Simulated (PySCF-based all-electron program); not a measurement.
## Bond force of AgIn, singlet

Calculated with an in-house all-electron program built on PySCF, in large uncontracted Gaussian sets near the basis limit; Koelling–Harmon scalar relativity, no spin–orbit coupling, spin-restricted. Forces are good to about 0.002 eV/Å. A positive force pushes the atoms apart.

```tsv
r (Å)	PBE (eV/Å)
2.112	10.361
2.244	5.717
2.376	2.958
2.640	?
2.904	?
```

(1) What does PBE give at the lengths left open?

(2) Fit a Morse curve to the forces within 0.84 to 1.25 of the listed length with the smallest force. Where does the force vanish, what is the force constant, and what harmonic wavenumber follows with standard atomic masses?

## Answers

(1) 2.640 Å: 0.318 eV/Å; 2.904 Å: -0.624 eV/Å.

(2) PBE: 2.700 Å, 4.7 eV/Å², about 150 cm⁻¹. The points are far apart, so these are estimates.
